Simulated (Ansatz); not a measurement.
Born–Oppenheimer molecular dynamics of GaH3O (5 atoms, charge 0, multiplicity 1). It starts at the highest image of a converged band. Of that band: Neighbouring images differ by up to 1.2 eV, so the band resolves the path poorly. A vibrational analysis at the climbing image gives one clearly imaginary mode, 1397i cm⁻¹: a first-order saddle point.

The calculation used RKS B3LYP/def2-SVP (Ansatz).

```
ensemble                      : NVE (velocity Verlet)
time step                     : 0.5 fs
steps asked                   : 200
starting velocities drawn for : 300 K
seed                          : 2579
```

First frame:

```xyz
5
Properties=species:S:1:pos:R:3
Ga -0.196 0.131 0.418
H 1.022 -0.125 1.505
O 1.783 -0.089 0.300
H 2.284 -0.832 -0.085
H -0.959 -0.038 -0.980
```

(1) How far do the bonds stretch over the last three quarters of this one trajectory? (Pairs bonded in most of those frames.)

Results:

(1) 
```tsv
bond	mean (Å)	spread (Å)	shortest	longest
Ga1–H2	1.647	0.158	1.39	1.91
Ga1–O3	1.808	0.106	1.67	1.98
Ga1–H5	1.682	0.131	1.44	1.92
O3–H4	0.974	0.017	0.94	1.01
```

Mean temperature of the second half: 3657 K. The conserved energy stayed within 0.67 meV per atom of its start (net change 0.1 meV per atom), so the integration is sound. The system heated up, since it started high on the potential surface and ran downhill. A run of 0.1 ps of so small a system gives no equilibrium averages. The orbitals stay closed-shell, which can raise the energy where a bond breaks towards radicals; this wasn't checked here.

Time of the run: 8.1 min on 1 thread of Arm Neoverse N1, on a shared host, peak memory 0.11 GiB.
